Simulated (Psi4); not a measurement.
Psi4 input (wB97X-D/6-31G*):

```
memory 1500 MB

molecule {
-1 1
O     0.61202200   -1.52382800   -0.76630400
Si    0.00794000   -0.03611200   -0.27518800
O    -1.48579100    0.06534500   -1.03537500
O     0.95742900    1.07800200   -1.09776500
S    -0.05041600    0.22929100    1.74730500
H     1.09248500   -1.90603400   -0.02672800
H    -2.16609500   -0.04363700   -0.36514400
H     1.09983000    1.83042600   -0.51683500
symmetry c1
no_reorient
no_com
}

set {
  basis 6-31G*
  reference rks
  scf_type pk
  dft_radial_points 99
  dft_spherical_points 590
  e_convergence 1e-8
  d_convergence 1e-7
  maxiter 150
}

e = energy('wb97x-d')
print_out(f'\nFINAL {e:.10f} DIPOLE {variable("CURRENT DIPOLE")[0]:.6f} {variable("CURRENT DIPOLE")[1]:.6f} {variable("CURRENT DIPOLE")[2]:.6f}\n')
```

Output:

```
   => Loading Basis Set <=

    Name: 6-31G*
    Role: ORBITAL
    Keyword: BASIS
    atoms 1, 3-4 entry O          line   145 file 6-31gs.gbs
    atoms 2      entry SI         line   268 file 6-31gs.gbs
    atoms 5      entry S          line   316 file 6-31gs.gbs
    atoms 6-8    entry H          line    44 file 6-31gs.gbs

   => WB97X-D: Empirical Dispersion <=

    Chai and Head-Gordon Dispersion Correction
    Chai, J.-D.; Head-Gordon, M. (2010), J. Chem. Phys., 132: 6615-6620

        s6 =       1.000000

         ---------------------------------------------------------
                                   SCF
               by Justin Turney, Rob Parrish, Andy Simmonett
                          and Daniel G. A. Smith
                              RKS Reference
         ---------------------------------------------------------

  ==> Geometry <==

    Molecular point group: c1
    Full point group: C1

    Geometry (in Angstrom), charge = -1, multiplicity = 1:

       Center              X                  Y                   Z               Mass
    ------------   -----------------  -----------------  -----------------  -----------------
         O            0.612022000000    -1.523828000000    -0.766304000000    15.994914619570
         SI           0.007940000000    -0.036112000000    -0.275188000000    27.976926534650
         O           -1.485791000000     0.065345000000    -1.035375000000    15.994914619570
         O            0.957429000000     1.078002000000    -1.097765000000    15.994914619570
         S           -0.050416000000     0.229291000000     1.747305000000    31.972071174400
         H            1.092485000000    -1.906034000000    -0.026728000000     1.007825032230
         H           -2.166095000000    -0.043637000000    -0.365144000000     1.007825032230
         H            1.099830000000     1.830426000000    -0.516835000000     1.007825032230

  Running in c1 symmetry.

  Rotational constants: A =      0.13352  B =      0.08006  C =      0.08006 [cm^-1]
  Rotational constants: A =   4002.81258  B =   2400.01095  C =   2400.01071 [MHz]
  Nuclear repulsion =  307.242530262089531

  Charge       = -1
  Multiplicity = 1
  Electrons    = 58
  Nalpha       = 29
  Nbeta        = 29

  ==> Algorithm <==

  SCF Algorithm Type is PK.
  DIIS enabled.
  MOM disabled.
  Fractional occupation disabled.
  Guess Type is SAD.
  Energy threshold   = 1.00e-08
  Density threshold  = 1.00e-07
  Integral threshold = 1.00e-12

  ==> Primary Basis <==

  Basis Set: 6-31G*
    Blend: 6-31G*
    Number of shells: 40
    Number of basis functions: 89
    Number of Cartesian functions: 89
    Spherical Harmonics?: false
    Max angular momentum: 2

  ==> DFT Potential <==

   => LibXC <=

    Version 7.1.2
    S. Lehtola, C. Steigemann, M. J. T. Oliveira, and M. A. L. Marques,  SoftwareX 7, 1–5 (2018) (10.1016/j.softx.2017.11.002)

   => Composite Functional: WB97X-D <=

    wB97X-D Hyb-GGA Exchange-Correlation Functional

    J.-D. Chai and M. Head-Gordon,  Phys. Chem. Chem. Phys. 10, 6615–6620 (2008) (10.1039/B810189B)

    Deriv               =              1
    GGA                 =           TRUE
    Meta                =          FALSE

    Exchange Hybrid     =           TRUE
    MP2 Hybrid          =          FALSE

   => Exchange-Correlation Functionals <=

    1.0000   wB97X-D range-separated functional

   => Exact (HF) Exchange <=

    0.7780            HF,LR [omega = 0.2000]
    0.2220               HF

   => LibXC Density Thresholds  <==

    XC_HYB_GGA_XC_WB97X_D:  1.00E-14

   => Molecular Quadrature <=

    Radial Scheme          =       TREUTLER
    Pruning Scheme         =           NONE
    Nuclear Scheme         =       TREUTLER

    Blocking Scheme        =         OCTREE
    BS radius alpha        =              1
    Pruning alpha          =              1
    Radial Points          =             99
    Spherical Points       =            590
    Total Points           =         442630
    Total Blocks           =           3187
    Max Points             =            256
    Max Functions          =             86
    Weights Tolerance      =       1.00E-15

  ==> Integral Setup <==

  Using in-core PK algorithm.
   Calculation information:
      Number of atoms:                   8
      Number of AO shells:              40
      Number of primitives:            111
      Number of atomic orbitals:        89
      Number of basis functions:        89

      Integral cutoff                 1.00e-12
      Number of threads:                 1

  Performing in-core PK
  Using 24066045 doubles for integral storage.
  We computed 300866 shell quartets total.
  Whereas there are 336610 unique shell quartets.

  Computing range-separated integrals for PK
  We computed 300866 wK shell quartets total.
  Whereas there are 336610 wK unique shell quartets.

  ==> DiskJK: Disk-Based J/K Matrices <==

    J tasked:                  Yes
    K tasked:                  Yes
    wK tasked:                 Yes
    Omega:               2.000E-01
    Schwarz Cutoff:          1E-12


  Cached 50.0% of DFT collocation blocks in 0.444 [GiB].

  Minimum eigenvalue in the overlap matrix is 8.0472835890E-03.
  Reciprocal condition number of the overlap matrix is 1.3022836797E-03.
    Using symmetric orthogonalization.

  ==> Pre-Iterations <==

  SCF Guess: Superposition of Atomic Densities via on-the-fly atomic UHF (no occupation information).

   -------------------------
    Irrep   Nso     Nmo
   -------------------------
     A         89      89
   -------------------------
    Total      89      89
   -------------------------

  ==> Iterations <==

                        Total Energy        Delta E     RMS |[F,P]|

   @RKS iter SAD:  -914.30988564666245   -9.14310e+02   0.00000e+00
   @RKS iter   1:  -914.88085447664048   -5.70969e-01   1.10949e-02 DIIS/ADIIS
   @RKS iter   2:  -914.90152186404157   -2.06674e-02   1.15476e-02 DIIS/ADIIS
   @RKS iter   3:  -915.26862152495221   -3.67100e-01   8.63686e-04 DIIS/ADIIS
   @RKS iter   4:  -915.27172766437923   -3.10614e-03   2.04919e-04 DIIS/ADIIS
   @RKS iter   5:  -915.27190864670331   -1.80982e-04   4.93897e-05 DIIS
   @RKS iter   6:  -915.27191947796416   -1.08313e-05   1.28094e-05 DIIS
   @RKS iter   7:  -915.27192038031865   -9.02354e-07   1.55608e-06 DIIS
   @RKS iter   8:  -915.27192040843249   -2.81138e-08   4.06895e-07 DIIS
   @RKS iter   9:  -915.27192041013961   -1.70712e-09   9.38215e-08 DIIS
  Energy and wave function converged.

  ==> Post-Iterations <==

   Electrons on quadrature grid:
      Ntotal   =   58.0000000778 ; deviation = 7.776e-08

    Orbital Energies [Eh]
    ---------------------

    Doubly Occupied:

       1A    -88.775591     2A    -66.149445     3A    -19.088711
       4A    -19.088711     5A    -19.088710     6A     -7.796967
       7A     -5.745826     8A     -5.740920     9A     -5.740920
      10A     -5.251218    11A     -3.596685    12A     -3.596685
      13A     -3.596249    14A     -0.937104    15A     -0.909416
      16A     -0.909416    17A     -0.557427    18A     -0.473385
      19A     -0.392885    20A     -0.392884    21A     -0.325416
      22A     -0.287257    23A     -0.287256    24A     -0.240073
      25A     -0.240073    26A     -0.203706    27A     -0.181047
      28A     -0.110513    29A     -0.110513

    Virtual:

      30A      0.296139    31A      0.338088    32A      0.338088
      33A      0.370729    34A      0.408484    35A      0.408485
      36A      0.425044    37A      0.519150    38A      0.583439
      39A      0.583440    40A      0.608393    41A      0.628171
      42A      0.696782    43A      0.696782    44A      0.794016
      45A      0.834585    46A      0.834588    47A      0.972959
      48A      1.042721    49A      1.042723    50A      1.126705
      51A      1.126705    52A      1.140469    53A      1.174522
      54A      1.174523    55A      1.207371    56A      1.207371
      57A      1.255753    58A      1.290870    59A      1.290871
      60A      1.339327    61A      1.339330    62A      1.339397
      63A      1.409590    64A      1.409592    65A      1.545424
      66A      1.570103    67A      1.619178    68A      1.619179
      69A      1.724881    70A      2.013742    71A      2.013744
      72A      2.020559    73A      2.025838    74A      2.085122
      75A      2.085123    76A      2.222746    77A      2.348273
      78A      2.348275    79A      2.672791    80A      2.672792
      81A      2.689548    82A      2.772412    83A      2.929172
      84A      2.929177    85A      3.266695    86A      3.939876
      87A      3.939877    88A      4.030849    89A      4.254387

    Final Occupation by Irrep:
              A
    DOCC [    29 ]
    NA   [    29 ]
    NB   [    29 ]

  @RKS Final Energy:  -915.27192041013961

   => Energetics <=

    Nuclear Repulsion Energy =            307.2425302620895309
    One-Electron Energy =               -1889.0579752126502626
    Two-Electron Energy =                 719.5770159854148460
    DFT Exchange-Correlation Energy =     -53.0314353418844675
    Empirical Dispersion Energy =          -0.0020561031092349
    VV10 Nonlocal Energy =                  0.0000000000000000
    Total Energy =                       -915.2719204101396144

Computation Completed

Properties will be evaluated at   0.000000,   0.000000,   0.000000 [a0]

Properties computed using the SCF density matrix

 Multipole Moments:

 ------------------------------------------------------------------------------------
     Multipole            Electronic (a.u.)      Nuclear  (a.u.)        Total (a.u.)
 ------------------------------------------------------------------------------------

 L = 1.  Multiply by 2.5417464519 to convert [e a0] to [Debye]
 Dipole X            :          0.0140242            0.0000076            0.0140318
 Dipole Y            :         -0.0638175           -0.0000094           -0.0638270
 Dipole Z            :         -0.4863306           -0.0000208           -0.4863514
 Magnitude           :                                                    0.4907224

 ------------------------------------------------------------------------------------

FINAL -915.2719204101 DIPOLE 0.014032 -0.063827 -0.486351

*** Psi4 exiting successfully. Buy a developer a beer!
```

The dipole moment of an ion depends on the origin.

The geometry given is a B3LYP-D3(BJ)/def2-TZVP minimum.
